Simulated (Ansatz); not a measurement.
Molecule: sum formula AlO2H3, net charge 0, singlet state. 
Geometry from a B3LYP-D3(BJ)/def2-TZVP (Ansatz, a first-principles code) optimisation:
```
Al
O 1 1.6926
H 2 0.9583 1 123.93
O 1 1.6983 2 118.48 3 0.00
H 4 0.9576 1 124.59 2 180.00
H 1 1.5649 2 118.40 3 -180.00
```
Charge 0, spin multiplicity 1.

Dipole moments at this geometry, in debye (magnitudes).

```
level                    program  dipole (D)
-----------------------  -------  ----------
SVWN5/def2-TZVPD          Ansatz        1.27
r2SCAN/def2-TZVPD         Ansatz        1.27
PBE0/def2-TZVPD           Ansatz        1.28
r2SCANh/def2-TZVPD        Ansatz        1.29
HSE06/def2-TZVPD          Ansatz        1.28
CAM-B3LYP/def2-TZVPD      Ansatz        1.32
LC-wPBE/def2-TZVPD        Ansatz        1.33
wB97M-V/def2-TZVPD        Ansatz        1.30
CCSD(T)/aug-cc-pV(D+d)Z   Ansatz        1.28
```
